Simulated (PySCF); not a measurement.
## Rh³²⁺: ionisation energy

Rh³²⁺ [Ne] 3s2 3p1 [3p1/2^1, M_J = 1/2] → Rh³³⁺ [Ne] 3s2, as a difference of total energies. Computed with PySCF 2.14 in an uncontracted even-tempered set (19 s from 5.5 bohr⁻², ratio 2.4; 13 p from 7.2 bohr⁻², ratio 2.4; 4 d from 25 bohr⁻², ratio 2.6; 4 f from 38 bohr⁻², ratio 2.6), with the two-component X2C-1e Hamiltonian. Correlated levels: 1s2 frozen; the 50 highest virtual spinors dropped. "Screened" scales the spin-orbit matrix elements by Boettger's factors to mimic the two-electron term; Breit and QED terms are absent.

| method | ionisation energy (eV) |
| --- | --- |
| GHF (spin-free) | 1896.8 |
| GMP2 (spin-free) | 1897.2 |
| GHF (screened spin-orbit) | 1921.5 |
| GMP2 (screened spin-orbit) | 1921.9 |

Breit and QED terms and the two-electron picture change are absent.

The spin-free rows lack the spin-orbit shift.

For comparison: 1903 ± 9 eV (semi-empirical (NIST evaluation); NIST Atomic Spectra Database, ionization energies).
